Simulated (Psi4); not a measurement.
CHN, charge +1, doublet (typed; the unrestricted solution is spin-contaminated), geometry from GFN2-xTB (a state made from the parent by changing its charge; the spin is typed, not shown lowest); HF/6-311G** (Psi4).

Input for Psi4:
```
memory 2 GB

molecule {
1 2
C    -0.00000000   -0.00000000   -0.48312722
N     0.00000000    0.00000000    0.64165945
H    -0.00000000   -0.00000000   -1.59285286
}

set {
  basis 6-311g**
  reference uhf
}

energy('scf')
print_variables()
```

The log (banner, timings and long lists left out):

```
   => Loading Basis Set <=

    Name: 6-311G**
    Role: ORBITAL
    Keyword: BASIS

         ---------------------------------------------------------
                                   SCF
               by Justin Turney, Rob Parrish, Andy Simmonett
                          and Daniel G. A. Smith
                              UHF Reference
         ---------------------------------------------------------

  ==> Geometry <==

    Molecular point group: c2v
    Full point group: C_inf_v

    Geometry (in Angstrom), charge = 1, multiplicity = 2:

       Center              X                  Y                   Z               Mass
    ------------   -----------------  -----------------  -----------------  -----------------
         C            0.000000000000     0.000000000000    -0.541709540303    12.000000000000
         N            0.000000000000     0.000000000000     0.583077129697    14.003074004430
         H            0.000000000000     0.000000000000    -1.651435180303     1.007825032230

  Running in c2v symmetry.

  Rotational constants: A = ************  B =      1.52824  C =      1.52824 [cm^-1]
  Rotational constants: A = ************  B =  45815.59646  C =  45815.59646 [MHz]
  Nuclear repulsion =   24.278560723107471

  Charge       = 1
  Multiplicity = 2
  Electrons    = 13
  Nalpha       = 7
  Nbeta        = 6

  ==> Algorithm <==

  SCF Algorithm Type is DF.
  DIIS enabled.
  MOM disabled.
  Fractional occupation disabled.
  Guess Type is SAD.
  Energy threshold   = 1.00e-06
  Density threshold  = 1.00e-06
  Integral threshold = 1.00e-12

  ==> Primary Basis <==

  Basis Set: 6-311G**
    Blend: 6-311G**
    Number of shells: 20
    Number of basis functions: 42
    Number of Cartesian functions: 44
    Spherical Harmonics?: true
    Max angular momentum: 2

   => Loading Basis Set <=

    Name: (6-311G** AUX)
    Role: JKFIT
    Keyword: DF_BASIS_SCF

  ==> Integral Setup <==

  SCF_SUBTYPE=INCORE selected. In-core MEM_DF algorithm will be used.
  Using in-core AOs.

  ==> MemDFJK: Density-Fitted J/K Matrices <==

    J tasked:                   Yes
    K tasked:                   Yes
    wK tasked:                   No
    Algorithm:                 Core
    Schwarz Cutoff:           1E-12
    Mask sparsity (%):       0.0000
    Fitting Condition:        1E-10

   => Auxiliary Basis Set <=

  Basis Set: (6-311G** AUX)
    Blend: CC-PVTZ-JKFIT
    Number of shells: 60
    Number of basis functions: 188
[...]
   @DF-UHF iter  13:   -92.44247480165006   -1.59808e-08   3.63600e-07 DIIS
  Energy and wave function converged.

  ==> Post-Iterations <==

   @Spin Contamination Metric:   2.698651052E-01
   @S^2 Expected:                7.500000000E-01
   @S^2 Observed:                1.019865105E+00
   @S   Expected:                5.000000000E-01
   @S   Observed:                5.000000000E-01

    Orbital Energies [Eh]
    ---------------------

    Alpha Occupied:

[...]
       1B2    -0.951177

    Alpha Virtual:

[...]
    Beta Occupied:

[...]
    Beta Virtual:

[...]
    Final Occupation by Irrep:
             A1    A2    B1    B2
    DOCC [     4,    0,    1,    1 ]
    SOCC [     1,    0,    0,    0 ]
    NA   [     5,    0,    1,    1 ]
    NB   [     4,    0,    1,    1 ]

  @DF-UHF Final Energy:   -92.44247480165006

   => Energetics <=

    Nuclear Repulsion Energy =             24.2785607231074714
    One-Electron Energy =                -167.7418322572473528
    Two-Electron Energy =                  51.0207967324898277
    Total Energy =                        -92.4424748016500644

  UHF NO Occupations:
  HONO-2 :    1 B2 1.9317408
  HONO-1 :    1 B1 1.9317408
  HONO-0 :    5 A1 1.0000000
  LUNO+0 :    2 B1 0.0682592
  LUNO+1 :    2 B2 0.0682592
  LUNO+2 :    6 A1 0.0025457
  LUNO+3 :    7 A1 0.0005304

Computation Completed

Properties will be evaluated at   0.000000,   0.000000,   0.000000 [a0]

Properties computed using the SCF density matrix

 Multipole Moments:

 ------------------------------------------------------------------------------------
     Multipole            Electronic (a.u.)      Nuclear  (a.u.)        Total (a.u.)
 ------------------------------------------------------------------------------------

 L = 1.  Multiply by 2.5417464519 to convert [e a0] to [Debye]
 Dipole X            :          0.0000000            0.0000000            0.0000000
 Dipole Y            :          0.0000000            0.0000000            0.0000000
 Dipole Z            :          0.8217903           -1.5498636           -0.7280733
 Magnitude           :                                                    0.7280733

 ------------------------------------------------------------------------------------

  Variable Map:
  ----------------------------------------------------------------------------
[...]
  Array Variable Map:
  ----------------------------------------------------------------------------
[...]
[...]
```
